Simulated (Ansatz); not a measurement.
`C#[C][Ga]([F])[Cl]` and `C[SiH2][Ga]([F])[Cl]` differ in one atom or group.

Ansatz, PBE0-D4/def2-TZVP geometries, multiplicity 1. Each molecule was computed in one conformer, which needn't be the lowest.

Scalar relativity is left out up to krypton.

| property | `C#[C][Ga]([F])[Cl]` |
| --- | --- |
| HOMO–LUMO gap (PBE0/def2-TZVPP) / eV | 7.14 |
| size of the dipole moment (PBE/def2-TZVPP) / D | 2.60 |
| LUMO energy (B3LYP/def2-TZVPP) / eV | -2.10 |
| HOMO–LUMO gap (PBE/def2-TZVPP) / eV | 5.06 |
| HOMO energy (PBE0/def2-TZVPP) / eV | -8.99 |
| size of the dipole moment (ωB97M-V/def2-TZVPP) / D | 2.72 |

What does the change do to each property? (Estimate.)

Ansatz gave: 
```json
{"property": "HOMO–LUMO gap (PBE0/def2-TZVPP) / eV", "`C[SiH2][Ga]([F])[Cl]`": "6.66", "shift": "-0.48"}
{"property": "size of the dipole moment (PBE/def2-TZVPP) / D", "`C[SiH2][Ga]([F])[Cl]`": "3.76", "shift": "1.16"}
{"property": "LUMO energy (B3LYP/def2-TZVPP) / eV", "`C[SiH2][Ga]([F])[Cl]`": "-1.92", "shift": "0.18"}
{"property": "HOMO–LUMO gap (PBE/def2-TZVPP) / eV", "`C[SiH2][Ga]([F])[Cl]`": "4.72", "shift": "-0.34"}
{"property": "HOMO energy (PBE0/def2-TZVPP) / eV", "`C[SiH2][Ga]([F])[Cl]`": "-8.36", "shift": "0.63"}
{"property": "size of the dipole moment (ωB97M-V/def2-TZVPP) / D", "`C[SiH2][Ga]([F])[Cl]`": "3.85", "shift": "1.13"}
```

With PBE0 the HOMO rises by 0.63 eV and the LUMO rises by 0.14 eV, so the gap narrows by about 0.49 eV. PBE moves the HOMO by 0.57 eV and ωB97M-V by 0.86 eV. The zero-point energy changes by 92.5 kJ/mol with +12 modes. Dipoles are sizes alone; their direction can turn.

B3LYP here is the variant with VWN-RPA as its local correlation; programs differ in this.
